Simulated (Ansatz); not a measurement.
`NB(F)F` + H₂O → `OB(F)F` + NH₃ at 400 K and 1 bar (formal hydrolysis of a B–N bond).

Isolated molecules relaxed with PBE0-D4/def2-TZVP in Ansatz; ΔE leaves out vibrations. CCSD(T)/CBS adds triple-zeta CCSD(T) − MP2 to the extrapolated MP2 energy (def2 sets, frozen cores). This one scheme is used for every species. One conformer a species, not always the lowest.

```
 species  CCSD(T)/CBS energy (Eh)  H − E (kJ/mol)  S (J/(mol·K))
`NB(F)F`               -280.46129           117.6          292.4
     H₂O                -76.37941            69.8          198.6
`OB(F)F`               -300.33752            83.9          290.6
     NH₃                -56.50880           104.2          203.1
```

H − E and S are ideal-gas, rigid-rotor, harmonic terms from PBE0-D4/def2-TZVP, for one conformer and one mirror image of each species. 1 Eh = 2625.50 kJ/mol, R = 8.31446 J/(mol·K).

By hand: ΔE, ΔH, ΔS and ΔG.

ΔE = (-300.33752) + (-56.50880) − (-280.46129) − (-76.37941) = -0.00562 Eh = -14.8 kJ/mol. Δ(H − E) = 83.9 + 104.2 − 117.6 − 69.8 = 0.7, so ΔH = -14.1 kJ/mol. ΔS = 290.6 + 203.1 − 292.4 − 198.6 = 2.7 J/(mol·K). ΔG = -14.1 − 400 × (2.7)/1000 = -15.2 kJ/mol.

By hand: the equilibrium constant, and the temperature at which ΔG would vanish if ΔH and ΔS stayed fixed.

log₁₀ K = −ΔG/(RT ln 10) = 2.0. ΔH and −TΔS have one sign here, so there is no such temperature. One of them is within its doubt of zero, so this could turn.

The number of gas molecules stays the same, so ΔS is small and ΔH decides. A doubt of 5 kJ/mol in ΔE shifts log₁₀ K by 0.7 here. Other conformers and mirror images would add mixing entropy, several J/(mol·K) or more a flexible species. These are equilibria of isolated gas molecules and say nothing of rates. Largest T1 diagnostic: 0.012 (customary marks: 0.02 for closed shells, 0.045 for open ones).
